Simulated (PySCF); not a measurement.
Species: C₂H₄BFO.
Atom-mapped SMILES: `[BH2:1][O:2][C:3](=[CH2:4])[F:5]` (hydrogens: H6, H7 on B1; H8, H9 on C4)

Torsions of this conformer, `[BH2:1][O:2][C:3](=[CH2:4])[F:5]`: B1–O2–C3–C4 180°.

The closed-shell ground state was solved at several levels (PySCF, density fitting, gas phase, non-relativistic). The structure is a single GFN2-xTB conformer in the gas phase; no vibrational or solvent corrections.

```csv
level,basis functions,total energy (Eh),HOMO (eV),LUMO (eV),gap (eV),dipole (D)
PBE0/def2-SVPD,138,-278.0289,-7.61,-1.19,6.42,0.80
B3LYP/pcJ-1,175,-278.5461,-7.35,-1.37,5.98,0.79
```

Q: What might PBE0/pcSseg-1 (105 basis functions) give for the same quantities?

A: Total energy -278.1955 Eh, HOMO -7.57 eV, LUMO -1.13 eV, gap 6.44 eV, dipole 0.73 D.

Q: Over all these levels, which gives the widest orbital gap and which the narrowest?

A: PBE0/pcSseg-1 (global hybrid, 25 % exact exchange) has the widest, 6.44 eV, and B3LYP/pcJ-1 (global hybrid, 20 % exact exchange) the narrowest, 5.98 eV. Functional and basis both differ between the two, so the spread mixes both effects.

Q: How far do the dipole and the HOMO energy spread over the levels?

A: The dipole runs from 0.73 to 0.80 D (mean 0.77 D) and the HOMO from -7.61 to -7.35 eV.
